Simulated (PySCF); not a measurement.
FH₃MoN₂O, multiplicity 1. Atoms are numbered in the order given.

```xyz
8

Mo    -0.0134    -0.0014    -0.0132
N     -1.4129    -0.9592    -0.2691
H     -2.0084    -1.6669    -0.6914
N      1.2168    -0.4766    -1.1160
H      1.5796    -1.0314    -1.8888
F     -0.4341     1.7867    -0.3267
O      0.5932    -0.3458     1.7327
H      1.5275    -0.5047     1.9087
```
Charge 0, spin multiplicity 1.

Geometry optimised at PBE0-D3(BJ)/def2-SVP. The spin state was assumed, not searched. The structure was generated by enumeration; whether it is a known compound was not checked. The def2 effective core potentials stand for the cores of Mo; spin–orbit coupling is left out. The values are those of a single conformer.

Computed with PBE0-D3(BJ)/def2-SVP run with PySCF 2.14.0.

Frequencies are harmonic and unscaled.

Computed harmonic wavenumbers and intensities:
```tsv
mode	ν (cm⁻¹)	IR (km/mol)	moving atoms (share of kinetic energy)
1	188	1.4	F 44 %, O 35 %, Mo 11 %
2	241	16.6	F 40 %, N 28 %, H 18 %, Mo 11 %
3	248	9.1	N 37 %, H 28 %, Mo 14 %, O 12 %, F 9 %
4	260	23.3	O 39 %, N 33 %, H 15 %, Mo 12 %
5	284	62.7	H 45 %, N 42 %
6	325	84.8	H 59 %, N 33 %
7	402	233.0	H 86 %, N 12 %
8	560	109.3	H 73 %, N 22 %
9	617	96.7	H 84 %, N 11 %
10	673	133.7	F 41 %, H 40 %, O 9 %
11	692	117.6	O 53 %, F 24 %, H 14 %
12	752	134.1	H 52 %, N 21 %, F 10 %, Mo 10 %
13	775	75.9	H 51 %, O 20 %, N 15 %, Mo 12 %
14	1025	172.4	N 74 %, Mo 18 %
15	1057	56.4	N 81 %, Mo 12 %
16	3630	151.0	H 93 %
17	3649	187.2	H 92 %
18	3907	201.5	H 94 %
```
